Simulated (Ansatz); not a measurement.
Stepwise reaction of `[F][Sn]([F])([SiH3])[Cl]` with hydrogen chloride, as a gas-phase model of exchange steps in deposition or etching. ΔE in kJ/mol; ΔG adds harmonic PBE0-D4 terms to CCSD(T)/CBS, at 1 bar.

Program: Ansatz. Geometries: PBE0-D4/def2-TZVP. ΔE: electronic, gas phase. CBS: MP2 limit from def2 TZ/QZ plus the TZ coupled-cluster correction, frozen cores. This one scheme is used for every species. DFT in def2-TZVPP. B3LYP here is the variant with VWN-RPA as its local correlation; programs differ in this. def2 core potentials past Kr. For Sn outer-core shells are correlated without core-valence functions, which leaves a few kJ/mol of doubt a bond.

| step | reaction | PBE-D4 | B3LYP-D4 | ωB97M-V | CCSD(T)/CBS | ΔG(600 K) |
| --- | --- | --- | --- | --- | --- | --- |
| 1 | `[F][Sn]([F])([SiH3])[Cl]` + HCl → `[F][Sn]([SiH3])([Cl])[Cl]` + H–F | -31.3 | -31.1 | -31.0 | -35.7 | -28.6 |
| 2 | `[F][Sn]([SiH3])([Cl])[Cl]` + HCl → `[SiH3][Sn]([Cl])([Cl])[Cl]` + H–F | -31.3 | -31.4 | -31.3 | -36.6 | -23.9 |

By hand: ΔE of the 2 steps together at CCSD(T)/CBS.

(-35.7) + (-36.6) = -72.3 kJ/mol, or -36.2 kJ/mol a step.

In ΔE the steps differ by no more than 0.9 kJ/mol. All are downhill at CCSD(T)/CBS. ΔG lies between -28.6 and -23.9 kJ/mol a step. PBE-D4 differs from CCSD(T)/CBS by 4.4 to 5.3 kJ/mol a step. Isolated molecules leave out the surface, adducts and barriers. Largest T1 diagnostic: 0.014.
